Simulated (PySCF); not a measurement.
# Reading the logs of faulty runs: AlBClGeH4

All numbers below are calculated, not measured. The program is PySCF 2.14.0, an open-source quantum chemistry code, run on an isolated molecule that a program drew, which may never have been made. The molecule is AlBClGeH4 (charge 0, doublet), drawn as the SMILES string `Cl[B][AlH][GeH3]`.

Each row is a Hartree-Fock (HF) and frozen-core CCSD(T) single point in the cc-pV(D+d)Z basis, meant for a local HF minimum. Run 1 is clean. Each other run has one planted mistake out of seven kinds, and not every kind appears here: one electron removed, one electron added, multiplicity raised by two, geometry at a saddle point, minimal basis STO-3G, one bond length entered in bohr, all coordinates scaled. The reference is restricted for singlets and unrestricted otherwise, and also for a bond in bohr. Adding or removing an electron swaps singlet and doublet. Electrons count all cores. HOMO and LUMO are orbital energies over both spins, the gradient is its largest component, and the lowest frequency (negative if imaginary) is given only where the gradient is small. Bond lengths are over the 7 bonds as drawn. T1 is the CCSD diagnostic: over 0.02 (restricted) or 0.045 (unrestricted) a single reference is doubtful. Germanium has the cc-pVDZ-PP basis, with a core potential (ECP10MDF) in place of its 10 inner electrons, and its 3s, 3p and 3d shells are frozen in CCSD(T).

Geometry of the clean run:
```xyz
8
AlBClGeH4, angstrom
Cl   -1.0185   -3.5973    2.1202
B    -0.9584   -2.3804    0.9164
Al   -0.8635   -0.9142   -0.4998
Ge    0.7142    0.9961   -0.1417
H    -1.8014   -1.0643   -1.7608
H     1.7497    1.0931   -1.2743
H    -0.0288    2.3418   -0.1006
H     1.4941    0.8678    1.1765
```

```
run  electrons  basis functions  <S^2>  HOMO (eV)  LUMO (eV)  gradient (hartree/bohr)  lowest frequency (cm^-1)  mean bond (Å)  longest bond (Å)      T1  HF (hartree)  CCSD(T) (hartree)                          mistake
  1         71              103  0.760      -7.85       0.58                  9.2e-06                        51         1.7783             2.503  0.0195   -1021.78747        -1022.22039                         no fault
  2         71              103  1.641      -8.90      -0.63                  2.5e-02                         -         1.9960             3.237  0.0365   -1021.63886        -1022.04275  one bond length entered in bohr
  3         70              103  0.000     -14.54      -5.87                  7.4e-02                         -         1.7783             2.503  0.0204   -1021.53670        -1021.96523             one electron removed
  4         72              103  0.000      -0.86       6.35                  3.8e-02                         -         1.7783             2.503  0.0174   -1021.78340        -1022.25481               one electron added
  5         71              103  0.759      -7.80       0.65                  1.4e-02                         -         1.7427             2.453  0.0190   -1021.78466        -1022.21726           all coordinates scaled
  6         71              103  3.768      -6.51      -2.59                  5.8e-02                         -         1.7783             2.503  0.0431   -1021.65400        -1022.08682                                ?
```

**Which mistake was planted in run 6, and what did it cost?**

Electrons, basis and geometry are unchanged, and <S^2> is 3.768, beside S(S+1) = 3.75 for a multiplicity of 4. So the mistake is: multiplicity raised by two. Subtracting run 1 and multiplying by 627.51 kcal/mol a hartree, the energy moved by 83.8 kcal/mol in HF and 83.8 kcal/mol in CCSD(T).

Cautions from the logs. Run 3: T1 is over the limit, so its CCSD(T) energy is less reliable.
